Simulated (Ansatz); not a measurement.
Gas-phase reaction 2 R1 → P1 + P2, each structure at its B3LYP-D3(BJ)/def2-TZVP stationary point, reached from a drawn start (curvature not checked).
P1: SiF4 (SMILES F[Si](F)(F)F), charge 0, multiplicity 1.
R1: F3Si (SMILES F[Si](F)F), charge 0, multiplicity 2.
P2, F2Si (SMILES F[Si]F) (charge 0, multiplicity 1):
```xyz
3

Si     0.00524     0.00509    -0.68401
F      1.23680    -0.00632     0.35142
F     -1.24194     0.00123     0.33260
```

P less R. No zero-point or thermal terms; singlets are restricted closed shells; open shells are unrestricted.

Frozen-core correlation throughout.

Run with Ansatz (a program for electronic structure) with Gaussian orbitals. Each number belongs to the level named beside it.

Problem. Estimate the reaction energy that CCSD(T)/cc-pV(T+d)Z returns for this input.

Solution. -59.7 kcal/mol

Problem. What reaction energy does PBE/def2-TZVPP give?

Solution. -51.5 kcal/mol

Problem. Give the reaction energy at the level CCSD(T)/cc-pV(Q+d)Z.

Solution. -59.2 kcal/mol
